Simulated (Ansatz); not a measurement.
`[F][Ga]([F])[NH][GaH2]`. The species carries charge 0 and has multiplicity 1. The structure was optimised at the PBE0-D4/def2-TZVP level. It is one conformer, not always the lowest.

```xyz
8

F    -1.209   -1.774    2.322
Ga   -0.115   -0.844    1.334
F     1.502   -0.743    1.968
N    -0.601   -0.051   -0.208
Ga    0.418    0.955   -1.369
H    -1.572   -0.193   -0.453
H    -0.331    1.494   -2.627
H     1.908    1.156   -0.967
```

Task: What is the dipole moment at PBE/def2-TZVPP? (Best estimate.)

Result: Ansatz gave: 3.05 D, with components (-1.06, 1.25, -2.58) D in this frame, pointing from negative to positive charge.

Task: And with r2SCAN, B3LYP, ωB97M-V? (Best estimate.)

Result: The calculation gave: r2SCAN 3.13 D, B3LYP 3.22 D, ωB97M-V 3.18 D.

Task: Give the Mulliken charges with PBE, r2SCAN, ωB97M-V in def2-TZVPP. (Best estimate.)

Result: Ansatz gave: 
```json
{"atom": "F1", "PBE": "-0.33", "r2SCAN": "-0.37", "ωB97M-V": "-0.37"}
{"atom": "Ga2", "PBE": "0.64", "r2SCAN": "0.78", "ωB97M-V": "0.80"}
{"atom": "F3", "PBE": "-0.33", "r2SCAN": "-0.37", "ωB97M-V": "-0.37"}
{"atom": "N4", "PBE": "-0.27", "r2SCAN": "-0.38", "ωB97M-V": "-0.36"}
{"atom": "Ga5", "PBE": "0.16", "r2SCAN": "0.26", "ωB97M-V": "0.20"}
{"atom": "H6", "PBE": "0.15", "r2SCAN": "0.16", "ωB97M-V": "0.12"}
{"atom": "H7", "PBE": "-0.03", "r2SCAN": "-0.05", "ωB97M-V": "-0.01"}
{"atom": "H8", "PBE": "-0.01", "r2SCAN": "-0.03", "ωB97M-V": "0.01"}
```

B3LYP here is the variant with VWN-RPA as its local correlation; programs differ in this.
